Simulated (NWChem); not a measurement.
Program: NWChem. System: HP, charge 0, spin multiplicity 3, at a geometry optimised with UPBE0/def2-SVP. The structure started from a generated list of species. Its SCF solution wasn't tested for a lower state. Level: ROCCSD(T)/6-31G* (spherical d), 5 core orbitals frozen.

Job file:

```
start mol
memory heap 100 mb stack 700 mb global 1900 mb
geometry units angstroms nocenter noautoz
  P      0.000000     0.000000     0.089819
  H      0.000000     0.000000    -1.347288
  symmetry group C2v
end
basis spherical
  * library 6-31g*
end
scf
  rohf
  nopen 2
  maxiter 100
  thresh 1e-7
  semidirect memsize 60000000 filesize 0
  # guess.movecs holds the orbitals of an unrestricted PBE0 run
  vectors input guess.movecs output mol.movecs
end
tce
  freeze core 5
  ccsd(t)
  2eorb
  2emet 13
  thresh 1e-6
  maxiter 100
  tilesize 24
end
task tce energy
```

NWChem printed:

```
             Northwest Computational Chemistry Package (NWChem) 7.3.0
             --------------------------------------------------------

                                NWChem Input Module
                                -------------------

 Scaling coordinates for geometry "geometry" by  1.889725989
 (inverse scale =  0.529177249)

 Turning off AUTOSYM since
 SYMMETRY directive was detected!

                             Geometry "geometry" -> ""
                             -------------------------

 Output coordinates in angstroms (scale by  1.889725989 to convert to a.u.)

  No.       Tag          Charge          X              Y              Z
 ---- ---------------- ---------- -------------- -------------- --------------
    1 P                   15.0000     0.00000000     0.00000000     0.08981900
    2 H                    1.0000     0.00000000     0.00000000    -1.34728800

 Effective nuclear repulsion energy (a.u.)       5.5233595933

            Nuclear Dipole moment (a.u.)
            ----------------------------
        X                 Y               Z
 ---------------- ---------------- ----------------
     0.0000000000     0.0000000000    -0.0000056692

      Symmetry information
      --------------------

 Group name             C2v
 Group number             16
 Group order               4
 No. of unique centers     2

      Symmetry unique atoms

     1    2


 Summary of "ao basis" -> "" (spherical)
 ------------------------------------------------------------------------------
       Tag                 Description            Shells   Functions and Types
 ---------------- ------------------------------  ------  ---------------------
 *                           6-31g*                   on all atoms

 Summary of "ao basis" -> "ao basis" (spherical)
 ------------------------------------------------------------------------------
       Tag                 Description            Shells   Functions and Types
 ---------------- ------------------------------  ------  ---------------------
 P                           6-31g*                  8       18   4s3p1d
 H                           6-31g*                  2        2   2s

                                 NWChem SCF Module
                                 -----------------

  ao basis        = "ao basis"
  functions       =    20
  atoms           =     2
  closed shells   =     7
  open shells     =     2
  charge          =   0.00
  wavefunction    = ROHF
  use symmetry    = T
  symmetry adapt  = T

 Summary of "ao basis" -> "ao basis" (spherical)
 ------------------------------------------------------------------------------
       Tag                 Description            Shells   Functions and Types
 ---------------- ------------------------------  ------  ---------------------
 P                           6-31g*                  8       18   4s3p1d
 H                           6-31g*                  2        2   2s

      Symmetry analysis of basis
      --------------------------

        a1         11
        a2          1
        b1          4
        b2          4

 Forming initial guess at       0.0s

      Symmetry analysis of molecular orbitals - initial
      -------------------------------------------------

  Numbering of irreducible representations:

     1 a1          2 a2          3 b1          4 b2

  Orbital symmetries:

     1 a1          2 a1          3 b1          4 b2          5 a1
     6 a1          7 a1          8 b1          9 b2         10 a1
    11 a1         12 a1         13 b2         14 b1         15 a1
    16 a2         17 b1         18 b2         19 a1

 Starting SCF solution at       0.0s

 ----------------------------------------------
         Quadratically convergent ROHF

 Convergence threshold     :          1.000E-07
 Maximum no. of iterations :          100
 Final Fock-matrix accuracy:          1.000E-09
 ----------------------------------------------

              iter       energy          gnorm     gmax       time
             ----- ------------------- --------- --------- --------
                 1     -341.2502855021  3.18D-01  1.65D-01      0.1
                 2     -341.2574077988  4.67D-02  3.13D-02      0.1
                 3     -341.2576804084  6.37D-04  2.93D-04      0.1
                 4     -341.2576804700  5.59D-08  1.94D-08      0.1

       Final ROHF results
       ------------------

         Total SCF energy =   -341.257680470041
      One-electron energy =   -483.075107924393
      Two-electron energy =    136.294067861088
 Nuclear repulsion energy =      5.523359593263

        Time for solution =      0.1s

       Symmetry analysis of molecular orbitals - final
       -----------------------------------------------

  Numbering of irreducible representations:

     1 a1          2 a2          3 b1          4 b2

  Orbital symmetries:

     1 a1          2 a1          3 b1          4 b2          5 a1
     6 a1          7 a1          8 b2          9 b1         10 a1
    11 a1         12 a1         13 b1         14 b2         15 b2
    16 b1         17 a1         18 a2         19 a1

             Final eigenvalues
             -----------------

              1
    1  -79.9489
    2   -7.5043
    3   -5.3948
    4   -5.3948
    5   -5.3947
    6   -0.7714
    7   -0.4551
    8   -0.1581
    9   -0.1581
   10    0.1945
   11    0.3769
   12    0.4541
   13    0.4726
   14    0.4726
   15    0.9163
   16    0.9163
   17    0.9258
   18    0.9258
   19    0.9303

                       ROHF Final Molecular Orbital Analysis
                       -------------------------------------

 Vector    7  Occ=2.000000D+00  E=-4.551279D-01  Symmetry=a1
              MO Center= -4.1D-16, -1.2D-16, -1.1D-01, r^2= 1.9D+00
   Bfn.  Coefficient  Atom+Function         Bfn.  Coefficient  Atom+Function
  ----- ------------  ---------------      ----- ------------  ---------------
     9      0.475263  1 P  pz                20     -0.356186  2 H  s
    10      0.337945  1 P  s                  6      0.301035  1 P  s
    19     -0.251344  2 H  s                  5     -0.184426  1 P  pz

 Vector    8  Occ=1.000000D+00  E=-1.580643D-01  Symmetry=b2
              MO Center=  5.7D-17, -1.5D-17,  8.0D-02, r^2= 1.8D+00
   Bfn.  Coefficient  Atom+Function         Bfn.  Coefficient  Atom+Function
  ----- ------------  ---------------      ----- ------------  ---------------
     8      0.681047  1 P  py                12      0.442187  1 P  py
     4     -0.248811  1 P  py

 Vector    9  Occ=1.000000D+00  E=-1.580643D-01  Symmetry=b1
              MO Center=  4.1D-16, -4.0D-17,  8.0D-02, r^2= 1.8D+00
   Bfn.  Coefficient  Atom+Function         Bfn.  Coefficient  Atom+Function
  ----- ------------  ---------------      ----- ------------  ---------------
     7      0.681047  1 P  px                11      0.442187  1 P  px
     3     -0.248811  1 P  px

 Vector   10  Occ=0.000000D+00  E= 1.945184D-01  Symmetry=a1
              MO Center= -8.0D-17, -7.8D-17, -1.1D-01, r^2= 3.4D+00
   Bfn.  Coefficient  Atom+Function         Bfn.  Coefficient  Atom+Function
  ----- ------------  ---------------      ----- ------------  ---------------
    20      1.633712  2 H  s                 13      1.288360  1 P  pz
    10     -0.859166  1 P  s                  9      0.292823  1 P  pz
     6     -0.213588  1 P  s                 19      0.164098  2 H  s

 Vector   11  Occ=0.000000D+00  E= 3.768767D-01  Symmetry=a1
              MO Center=  1.3D-16,  1.3D-16, -4.1D-01, r^2= 3.1D+00
   Bfn.  Coefficient  Atom+Function         Bfn.  Coefficient  Atom+Function
  ----- ------------  ---------------      ----- ------------  ---------------
    10      1.974121  1 P  s                  6     -1.661098  1 P  s
    13     -0.641851  1 P  pz                20     -0.366045  2 H  s
     9      0.327951  1 P  pz

 Vector   12  Occ=0.000000D+00  E= 4.541147D-01  Symmetry=a1
              MO Center=  1.4D-16,  1.4D-16,  3.8D-01, r^2= 3.5D+00
   Bfn.  Coefficient  Atom+Function         Bfn.  Coefficient  Atom+Function
  ----- ------------  ---------------      ----- ------------  ---------------
     9      1.186994  1 P  pz                13     -1.012127  1 P  pz
    10     -0.721077  1 P  s                  6      0.546528  1 P  s
    20      0.309666  2 H  s                  5     -0.275185  1 P  pz

 center of mass
 --------------
 x =   0.00000000 y =   0.00000000 z =   0.08415314

 moments of inertia (a.u.)
 ------------------
           7.198714565060           0.000000000000           0.000000000000
           0.000000000000           7.198714565060           0.000000000000
           0.000000000000           0.000000000000           0.000000000000

  Mulliken analysis of the total density
  --------------------------------------

    Atom       Charge   Shell Charges
 -----------   ------   -------------------------------------------------------
    1 P   15    14.95   2.00  2.00  5.98  1.27  2.03  0.64  1.00  0.04
    2 H    1     1.05   0.49  0.56

 Mulliken analysis of the open-shell density
 -------------------------------------------

    Atom       Charge   Shell Charges
 -----------   ------   -------------------------------------------------------
    1 P   15     2.00   0.00  0.00  0.01  0.00  1.22  0.00  0.77  0.00
    2 H    1     0.00   0.00  0.00

       Multipole analysis of the density wrt the origin
       ------------------------------------------------

     L   x y z        total         open         nuclear
     -   - - -        -----         ----         -------
     0   0 0 0     -0.000000     -2.000000     16.000000

     1   1 0 0      0.000000     -0.000000      0.000000
     1   0 1 0      0.000000      0.000000      0.000000
     1   0 0 1     -0.251626     -0.301698     -0.000006

     2   2 0 0    -10.647042     -5.141122      0.000000
     2   1 1 0      0.000000     -0.000000      0.000000
     2   1 0 1      0.000000     -0.000000      0.000000
     2   0 2 0    -10.647042     -5.141122      0.000000
     2   0 1 1      0.000000      0.000000      0.000000
     2   0 0 2    -10.666665     -2.615675      6.914283

                   NWChem Extensible Many-Electron Theory Module
                   ---------------------------------------------


            General Information
            -------------------
      Number of processors :     1
         Wavefunction type : Restricted open-shell Hartree-Fock
          No. of electrons :    16
           Alpha electrons :     9
            Beta electrons :     7
           No. of orbitals :    40
            Alpha orbitals :    20
             Beta orbitals :    20
        Alpha frozen cores :     5
         Beta frozen cores :     5
     Alpha frozen virtuals :     0
      Beta frozen virtuals :     0
         Spin multiplicity : triplet
    Number of AO functions :    20
       Number of AO shells :    10
        Use of symmetry is : on
      Symmetry adaption is : on
         Schwarz screening : 0.10D-09

          Correlation Information
          -----------------------
          Calculation type : Coupled-cluster singles & doubles w/ perturbation
   Perturbative correction : (T)
            Max iterations :      100
        Residual threshold : 0.10D-05
     T(0) DIIS level shift : 0.00D+00
     L(0) DIIS level shift : 0.00D+00
     T(1) DIIS level shift : 0.00D+00
     L(1) DIIS level shift : 0.00D+00
     T(R) DIIS level shift : 0.00D+00
     T(I) DIIS level shift : 0.00D+00
   CC-T/L Amplitude update :  5-th order DIIS
                I/O scheme : Global Array Library
        L-threshold :  0.10D-05
        EOM-threshold :  0.10D-05
 no EOMCCSD initial starts read in
 TCE RESTART OPTIONS
 SLICE:      F
 D4D5:       F
 quantumc:   F
 qrotation:  F
 pwtce:      F
 qducc:      F
 nacto:                         0
 nrotv:                         0
 nrot:                          0

            Memory Information
            ------------------
          Available GA space size is     249036000 doubles
          Available MA space size is     104855404 doubles

 Maximum block size supplied by input
 Maximum block size        24 doubles

 tile_dim =      6

 -------------------------------------------------

 Global array virtual files algorithm will be used

 Parallel file system coherency ......... OK

 4-electron integrals stored in orbital form

 v2    file size   =             4105
 4-index algorithm nr.  13 is used
 imaxsize =       30
 imaxsize ichop =        0


CCSD iterations
 ---------------------------------------------------------
 Iter          Residuum       Correlation     Cpu    Wall
 ---------------------------------------------------------
    1   0.0755983227362  -0.0791447251136     0.0     0.0
    2   0.0227911506232  -0.0907817749794     0.0     0.0
    3   0.0085217290051  -0.0932160117452     0.0     0.0
    4   0.0036311352995  -0.0939742966769     0.0     0.0
    5   0.0016777947700  -0.0942407005177     0.0     0.0
    6   0.0001663597949  -0.0944258201591     0.0     0.0
    7   0.0000643763749  -0.0944252228899     0.0     0.0
    8   0.0000314729617  -0.0944247385857     0.0     0.0
    9   0.0000167372627  -0.0944249997851     0.0     0.0
   10   0.0000092406574  -0.0944251056145     0.0     0.0
   11   0.0000011772978  -0.0944252418121     0.0     0.0
   12   0.0000004925523  -0.0944253379015     0.0     0.0
 -----------------------------------------------------------------
 Iterations converged
 CCSD correlation energy / hartree =        -0.094425337901456
 CCSD total energy / hartree       =      -341.352105807942905

 Singles contributions

 Doubles contributions
 CCSD(T)
 Using plain CCSD(T) code
             total no. of tasks          213
 total no. of tasks / no. procs          213
                         wl_min            2           1.1
                         wl_max         1728           3.5
        thresh for no. of tasks          213

 CCSD[T]  correction energy / hartree =        -0.001838547517959
 CCSD[T] correlation energy / hartree =        -0.096263885419415
 CCSD[T] total energy / hartree       =      -341.353944355460840
 CCSD(T)  correction energy / hartree =        -0.001831736040890
 CCSD(T) correlation energy / hartree =        -0.096257073942346
 CCSD(T) total energy / hartree       =      -341.353937543983818

 Task  times  cpu:        0.7s     wall:        0.7s

 Total times  cpu:        0.7s     wall:        0.7s
```
